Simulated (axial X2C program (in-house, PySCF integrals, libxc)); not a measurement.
TiC: nuclear properties from DFT to coupled cluster

Computed with an axial X2C code built on PySCF integrals: two-component X2C with atomic mean-field Coulomb and Gaunt terms, Gaussian nuclei, basis Ti dyall-acv3z, C dyall-av3z with contracted cores.

R = 1.643 Å (near the PBE0 minimum at charge 0 of the determinant lowest at the starting distance; the state shown can have its own minimum elsewhere); state Ω = 1 (⟨Sz⟩ = 1.00, ⟨Lz⟩ = 0.00 at PBE0).

```csv
level,Eeff magnitude (GV/cm),Ws magnitude Ti (kHz),A∥/gI Ti (MHz),qzz Ti (a.u.),A∥/gI C (MHz),μ (D)
PBE0,0.326,0.116,949,-1.64,88.3,-3.06
HF,0.362,0.129,804,-2.11,105,-2.27
B3LYP,0.325,0.116,1010,-1.74,95.5,-3.11
```

Eeff is the effective electric field on the electron electric dipole moment in this Ω state and Ws the scalar–pseudoscalar constant of the nucleus named (defined with the proton number Z and per Ω); A∥ (defined per Ω) follows by multiplying with gI = μI/(I μN); qzz is the electric field gradient, eQq0 = 234.96 MHz × Q/barn × qzz; μ is positive if the C end (last atom) is positive. The operators were transformed with the bare-nucleus X2C matrices; with these basis sets, hyperfine constants and field gradients can be off by tens of per cent, and where levels differ in sign neither size nor sign is settled.

Finite-field MP2, CCSD and CCSD(T), with 16 electrons correlated in 130 natural virtual spinors (MP2 remainder added):

```json
{"level": "MP2", "Eeff magnitude (GV/cm)": "0.468", "Ws magnitude Ti (kHz)": "0.172", "A∥/gI Ti (MHz)": "924", "qzz Ti (a.u.)": "-1.11", "A∥/gI C (MHz)": "83", "μ (D)": "-4.19"}
{"level": "CCSD", "Eeff magnitude (GV/cm)": "0.383", "Ws magnitude Ti (kHz)": "0.137", "A∥/gI Ti (MHz)": "921", "qzz Ti (a.u.)": "-1.63", "A∥/gI C (MHz)": "84.7", "μ (D)": "-3.13"}
{"level": "CCSD(T)", "Eeff magnitude (GV/cm)": "0.371", "Ws magnitude Ti (kHz)": "0.132", "A∥/gI Ti (MHz)": "930", "qzz Ti (a.u.)": "-1.63", "A∥/gI C (MHz)": "93.7", "μ (D)": "-3.10"}
```

T1 = 0.098 (Lee–Taylor), a sign of multireference character. One unrestricted determinant, the lowest of a limited PBE0 search, is the reference; the functionals treat spin collinearly. With several open shells it need not be a pure state. Correlation of the inner shells is missing, which matters for properties at the nucleus. Number of frozen shells: Ti 2 s, 1 p; C 1 s.

**Question.** By how much does correlation change each value, CCSD(T) against HF?

**Answer.** Eeff magnitude 2 %; Ws magnitude Ti 2 %; A∥/gI Ti 16 %; qzz Ti -23 %; A∥/gI C -11 %; μ 37 %.
